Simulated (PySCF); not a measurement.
FeO₂, SMILES [O]=[Fe]=[O] (connectivity only; charge and spin as stated), neutral, multiplicity 5. Atoms are numbered in the order given.

```xyz
3

Fe     0.0000     0.0000     0.3098
O      0.0000    -1.3674    -0.5034
O      0.0000     1.3674    -0.5034
```
Charge 0, spin multiplicity 5.

Geometry: PBE0-D3(BJ)/def2-TZVP. The multiplicity is an assumed one; other spin states were not compared.

The numbers are results of PBE/def2-TZVPD in PySCF, not measurements.

Computed frontier levels, dipole moment and polarisability:
```
Quantity                                                                                                         Value
---------------------------------------------------------------------------------------------  -----------------------
α spin, highest occupied and lowest empty level                                                     -6.29 and -4.80 eV
β spin, highest occupied and lowest empty level                                                     -7.50 and -5.72 eV
dipole moment                                                                                                   3.11 D
quadrupole, principal values (traceless, Buckingham form, about the centre of nuclear charge)    -6.66, 2.87, 3.79 D·Å
mean static polarisability                                                                        38.6 bohr³ (5.72 Å³)
polarisability, principal values                                                                26.7, 37.1, 52.0 bohr³
⟨S²⟩                                                                                           6.025 (pure state 6.00)
```
